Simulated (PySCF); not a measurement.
C₂H₇BPb.
Cartesian coordinates in Å at the PBE0-D3(BJ)/def2-SVP level; atoms count from 1:
```
atom  x, y, z in Å
B1     2.3987    0.4304   -0.6482
Pb2    0.6989   -0.7295    0.3630
C3    -1.2447   -0.1206   -0.5396
C4    -2.1855    0.5269    0.1468
H5     2.7724    1.4795   -0.1844
H6     2.8938    0.0173   -1.6677
H7     0.4975   -0.3890    2.0873
H8     0.8226   -2.4847    0.1740
H9    -1.4109   -0.3722   -1.5936
H10   -3.1376    0.8167   -0.3165
H11   -2.0636    0.7980    1.2018
```

Computed with PySCF 2.14.0, PBE0-D3(BJ)/def2-SVP geometry optimisation, gas phase, def2 core potentials past Kr.

Masses are those of the commonest isotopes; rigid-rotor values at the optimised geometry. The values belong to one conformer with, in the numbering `[BH2:1][PbH2:2][CH:3]=[CH2:4]`, H–B1–Pb2–C3 92° and -86°, B1–Pb2–C3–C4 -114°.

Q: Give the principal moments of inertia and the rotational constants in cm⁻¹.

A: Ia = 69.26, Ib = 227.45, Ic = 267.34 u·Å²; 505379 MHz·u·Å²/I gives 7297, 2222 and 1890 MHz, that is A = 0.24341, B = 0.07412, C = 0.06306 cm⁻¹.

Q: What kind of rotor is it?

A: An asymmetric top. Ray's parameter κ = (2B − A − C)/(A − C) = -0.877; −1 is the prolate and +1 the oblate limit.

Q: What does the inertial defect say?

A: Not planar: Δ = Ic − Ia − Ib = -29.36 u·Å². For a rigid frame Δ = −2 Σ m c², so Σ m c² = 14.68 u·Å² lies off the ab plane: 10.09 from hydrogen and 4.59 from heavier atoms. The atom farthest from that plane is 1.52 Å away.

Q: List the rotational levels J(Ka,Kc) to J = 2 (MHz).

A: Above 0(0,0):
J = 1: 1(0,1) 4112, 1(1,1) 9188, 1(1,0) 9519
J = 2: 2(0,2) 12321, 2(1,2) 17081, 2(1,1) 18075, 2(2,1) 33301, 2(2,0) 33317
The levels of one J sum to (2J + 1)J(J + 1)(A + B + C)/3.

Q: Which types of transition are allowed, and where do some lines up to J = 2 fall?

A: The dipole components are |μa| = 0.18 D, |μb| = 0.91 D, |μc| = 0.05 D. Intensities carry the squares of the components, which stand as 0.04 : 1.00 : 0.00 (a : b : c). Some of the stronger lines:

```
type  branch         J(Ka,Kc)    MHz  lower level (cm⁻¹)
   b       R  2(0,2) ← 1(1,1)   3134               0.306
   a       R  1(0,1) ← 0(0,0)   4112               0.000
   b       Q  1(1,0) ← 1(0,1)   5407               0.137
   b       Q  2(1,1) ← 2(0,2)   5754               0.411
   a       R  2(1,2) ← 1(1,1)   7893               0.306
   b       R  1(1,1) ← 0(0,0)   9188               0.000
   b       R  2(1,2) ← 1(0,1)  12968               0.137
   b       Q  2(2,0) ← 2(1,1)  15242               0.603
   b       Q  2(2,1) ← 2(1,2)  16220               0.570
   b       R  2(2,1) ← 1(1,0)  23782               0.318
   b       R  2(2,0) ← 1(1,1)  24129               0.306
```

Q: Estimate the classical rotational partition function at 50 K, 298.15 K and 500 K.

A: Point group C1, symmetry number σ = 1; q = (√π/σ)·√((kT/h)³/(ABC)), k/h = 20836.6 MHz/K: 10800 at 50 K, 157000 at 298.15 K, 340000 at 500 K.

Whether it is a minimum is left open (no frequencies). Zero-point vibration and centrifugal distortion are left out. Quadrupole hyperfine structure (11B) is left out.
